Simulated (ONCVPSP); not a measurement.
Which change was made? (Sc, ONCV)

```json
{
  "Element": "Sc",
  "Generator": "ONCVPSP 4.0.1",
  "Type": "optimised norm-conserving Vanderbilt (ONCV)",
  "Functional": "LDA (Perdew-Zunger)",
  "Relativity": "scalar-relativistic",
  "Frozen core": "[Ne]",
  "Valence charge": "11",
  "Reference configuration": "3s2 3p6 3d1 (charge +2)",
  "Partial waves": "3s: rc 1.05 bohr, ncon 4, nbas 8, qcut 7.1 1/bohr, 2 projectors, debl 3 Ha; 3p: rc 1.60 bohr, ncon 4, nbas 9, qcut 11 1/bohr, 2 projectors, debl 3.7 Ha; 3d: rc 1.45 bohr, ncon 4, nbas 9, qcut 8.5 1/bohr, 1 projector",
  "Local potential": "polynomial inside 0.85 bohr (lpopt 2, dvloc0 6 Ha)",
  "Core correction": "Teter function fitted to the true core (icmod 2), fcfact 0.2"
}
```

Cutoffs, loose and tight: the cutoffs (Ha) at which the residual kinetic energy of the hardest occupied pseudo-wave falls to 1 and 0.1 mHa per electron. They do not see the model core or the augmentation charge, which bear on the density cutoff. Test errors are all-electron minus pseudo excitation energies from the reference, over the configurations 3s2 3p6 3d1 4s2; 3s2 3p6 3d1 4s1; 3s2 3p6 3d0; 3s2 3p6 3d2 4s1; variants that change the core or the reference have their own tests.

The base gives: outcome: generated; cutoff, loose: 50 Ha; cutoff, tight: 147 Ha; bound ghosts: none; GHOST(+) flags above zero: none; largest test error (meV): +41.

**Question.** After one change the result is: outcome: generated; cutoff, loose: 36 Ha; cutoff, tight: 90 Ha; bound ghosts: none; GHOST(+) flags above zero: none; largest test error (meV): +31. Which change was it?
A. all radii but the core radius scaled by about 1.35 (s 1.42, p 2.16, d 1.94 bohr); local potential polynomial inside 1.14 bohr (lpopt 2, dvloc0 6 Ha)
B. core [Ar], valence charge 3; reference 3d1 4s2; waves now 4s: rc 2.50 bohr, ncon 4, nbas 8, qcut 3.2 1/bohr, 2 projectors, debl 0.6 Ha; p scattering state at 0.39 Ha: rc 2.45 bohr, ncon 5, nbas 9, qcut 4 1/bohr, 3 projectors, debl 1.4 Ha; 3d: rc 2.60 bohr, ncon 4, nbas 9, qcut 5.3 1/bohr, 1 projector; local potential polynomial inside 2.40 bohr (lpopt 5, dvloc0 6 Ha)
C. s: qcut 8; p: qcut 12.5; d: qcut 9.6

**Answer.** C. The others give: core [Ar], valence charge 3; reference 3d1 4s2; waves now 4s: rc 2.50 bohr, ncon 4, nbas 8, qcut 3.2 1/bohr, 2 projectors, debl 0.6 Ha; p scattering state at 0.39 Ha: rc 2.45 bohr, ncon 5, nbas 9, qcut 4 1/bohr, 3 projectors, debl 1.4 Ha; 3d: rc 2.60 bohr, ncon 4, nbas 9, qcut 5.3 1/bohr, 1 projector; local potential polynomial inside 2.40 bohr (lpopt 5, dvloc0 6 Ha) → outcome: generated; cutoff, loose: 12 Ha; cutoff, tight: 14 Ha; bound ghosts: s, p; GHOST(+) flags above zero: none; largest test error (meV): +213 | all radii but the core radius scaled by about 1.35 (s 1.42, p 2.16, d 1.94 bohr); local potential polynomial inside 1.14 bohr (lpopt 2, dvloc0 6 Ha) → outcome: generated, projector energies reset by the program; cutoff, loose: 30 Ha; cutoff, tight: 36 Ha; bound ghosts: none; GHOST(+) flags above zero: none; largest test error (meV): +107.
